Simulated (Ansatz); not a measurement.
Isomers of K3Na⁺ (doublet), relaxed with PBE0/def2-TZVP; total energies from Ansatz at CAM-B3LYP/def2-TZVP.

```
isomer                                                        description  energy (Eh)
     A            point group Cs; 3 × K–Na 3.95 to 3.99 Å; 1 × K–K 4.38 Å  -1961.97609
     B  point group not assigned; 3 × K–Na 3.73 to 4.19 Å; 1 × K–K 4.56 Å  -1961.97571
```

The isomers come from a short search, and lower ones may exist.

Problem. Work out the relative energies (1 Eh = 2625.5 kJ/mol) and the Boltzmann populations at 1200 K from electronic energies alone (R = 8.314 J/mol/K).

Solution. ΔE: A 0.0, B 1.0 kJ/mol. RT = 9.98 kJ/mol. Factors exp(−ΔE/RT): A 1, B 0.905; sum 1.905. Populations: A 52.5 %, B 47.5 %. Zero-point energy, vibrational entropy and symmetry numbers are left out and can shift these; an error of 4 kJ/mol changes a ratio by a factor of 1.5. Over the other density-functional and correlated levels in def2 sets, the gap between A and B ranges from -1 to 0 kJ/mol.
